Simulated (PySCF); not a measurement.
## Nuclear quadrupole coupling in `C[C@@]1(C(=O)Cl)C[C@@]1(C)F`

Species: C₆H₈ClFO.
Z-matrix (Å and degrees, GFN2-xTB geometry), rows numbered from 1:
```
C 
C   1  1.5111
C   2  1.4697  1  118.36
O   3  1.1922  2  127.10  1   167.95
Cl  3  1.7660  2  114.06  1   -12.48
C   2  1.5270  1  118.49  3   146.44
C   6  1.4824  2   61.43  1   106.32
C   7  1.5006  2  123.97  6  -113.19
F   7  1.3700  2  113.29  6   107.37
H   1  1.0879  2  110.35  3   -58.29
H   1  1.0876  2  110.69  3    62.10
H   1  1.0866  2  109.92  3  -178.37
H   6  1.0792  2  117.10  7   108.32
H   6  1.0790  2  116.55  7  -109.44
H   8  1.0846  7  110.47  2    39.10
H   8  1.0884  7  109.97  2   -81.91
H   8  1.0886  7  109.11  2   159.18
```

Field gradients from the PBE0/pcSseg-1 density (PySCF, non-relativistic), principal values in atomic units, ordered |Vxx| ≤ |Vyy| ≤ |Vzz|:

```tsv
atom	Vxx	Vyy	Vzz
O4	0.5257	1.0350	-1.5607
Cl5	-1.0824	-2.1909	3.2733
```

Task: Find the asymmetry η = (Vxx − Vyy)/Vzz and the couplings χ = eQV/h (234.96 MHz × Q in barn × V in au), with Q(17O) = −0.0256 b, Q(35Cl) = −0.0817 b.

Result: 
```tsv
atom	environment	nucleus	η	χzz (MHz)	χxx (MHz)	χyy (MHz)
O4	carbonyl oxygen	17O	0.33	9.39	-3.16	-6.23
Cl5	chlorine bonded to C	35Cl	0.34	-62.84	20.78	42.06
```

The tensor is traceless: Vxx + Vyy + Vzz = 0.

Task: What is Vzz at O4 in SI units (1 au = 9.71736 × 10²¹ V/m²)?

Result: -1.5607 au = -15.166 × 10²¹ V/m².

Task: And the gradient at the other heavy atoms, for which no coupling is worked out here?

Result: 
| atom | environment | Vzz (au) | η |
| --- | --- | --- | --- |
| C1 | methyl carbon | 0.146 | 0.16 |
| C2 | sp3 carbon next to a carbonyl | 0.207 | 0.71 |
| C3 | acyl halide carbon | -0.465 | 0.56 |
| C6 | three-membered-ring carbon | 0.226 | 0.19 |
| C7 | sp3 C–F carbon | 0.505 | 0.42 |
| C8 | methyl carbon | 0.128 | 0.34 |
| F9 | alkyl fluorine | 3.042 | 0.05 |

Were the hydrogens deuterons (Q(2H) = 0.00286 b), χzz would run from 206 kHz (H15) to 222 kHz (H14).

Isolated species at its GFN2-xTB geometry (one conformer only). GFN2-xTB bond lengths can be off by several hundredths of an ångström, more for odd bonds, and the gradients follow them. The basis is small and wasn't made for field gradients, so the couplings can be 20 % off.

These values come from a run that also computed NMR shieldings. Rough CPU time on one thread of a shared machine: about 1.6 min.
